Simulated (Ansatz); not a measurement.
Stepwise reaction of `[OH][In]([OH])[SH]` with hydrogen fluoride, as a gas-phase model of exchange steps in deposition or etching. ΔE in kJ/mol.

Gas-phase electronic energies from Ansatz, PBE0-D4/def2-TZVP geometries. CCSD(T)/CBS is the MP2 limit (def2-TZVPP, def2-QZVPP) plus CCSD(T) − MP2 in def2-TZVPP, frozen cores. This one scheme is used for every species. DFT in def2-TZVPP. B3LYP here is the variant with VWN-RPA as its local correlation; programs differ in this. Elements past krypton have def2 core potentials. For In outer-core shells are correlated without core-valence functions, which leaves a few kJ/mol of doubt a bond. One conformer a species, not always the lowest.

```json
{"step": "2", "reaction": "`[OH][In]([F])[SH]` + H–F → `[F][In]([F])[SH]` + H₂O", "PBE-D4": "-24.6", "B3LYP-D4": "-27.0", "ωB97M-V": "-26.5", "CCSD(T)/CBS": "-21.1"}
```

Question: Give the row of step 1, `[OH][In]([OH])[SH]` + H–F → `[OH][In]([F])[SH]` + H₂O. (Estimate.)

Answer: The calculation gave: 
```json
{"step": "1", "reaction": "`[OH][In]([OH])[SH]` + H–F → `[OH][In]([F])[SH]` + H₂O", "PBE-D4": "-34.7", "B3LYP-D4": "-36.7", "ωB97M-V": "-35.9", "CCSD(T)/CBS": "-29.8"}
```

Question: By hand: ΔE of the 2 steps together at CCSD(T)/CBS.

Answer: (-29.8) + (-21.1) = -50.9 kJ/mol, or -25.5 kJ/mol a step.

In ΔE each step is higher than the one before. All are downhill at CCSD(T)/CBS. PBE-D4 differs from CCSD(T)/CBS by -4.9 to -3.5 kJ/mol a step. Isolated molecules leave out the surface, adducts and barriers. Largest T1 diagnostic: 0.016.
